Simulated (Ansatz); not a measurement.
Reaction (cleavage of the Si–Ga bond): `[NH2][GaH][SiH2]O` + `N[Si](O)(Cl)Cl` → `O[SiH2]N[Si](O)(Cl)Cl` + `[NH2][GaH2]`

Isolated molecules relaxed with PBE0-D4/def2-TZVP in Ansatz; ΔE leaves out vibrations. CBS: MP2 limit from def2 TZ/QZ plus the TZ coupled-cluster correction, frozen cores. This one scheme is used for every species. For Ga outer-core shells are correlated without core-valence functions, which leaves a few kJ/mol of doubt a bond. Scalar relativity is left out up to krypton. One conformer a species, not always the lowest.

```
                species  CCSD(T)/CBS(def2) energy (Eh)
    `[NH2][GaH][SiH2]O`                    -2346.56634
       `N[Si](O)(Cl)Cl`                    -1340.52171
`O[SiH2]N[Si](O)(Cl)Cl`                    -1706.06034
          `[NH2][GaH2]`                    -1981.05479
```

(1) Work out ΔE.

Largest T1 diagnostic among the species: 0.014.

Results:

(1) ΔE = (-1706.06034) + (-1981.05479) − (-2346.56634) − (-1340.52171) = -0.02708 Eh = -71.1 kJ/mol.

From PBE to PBE0 (25 % exact exchange), in def2-TZVPP and without D4, ΔE moves by −7.0 kJ/mol. The D4 term adds −8.3 kJ/mol with B3LYP and −4.8 kJ/mol with PBE0; it sums over pairs of atoms, weighted by their polarisabilities, and B3LYP, whose exchange is more repulsive, gets the larger term.

B3LYP here is the variant with VWN-RPA as its local correlation; programs differ in this.
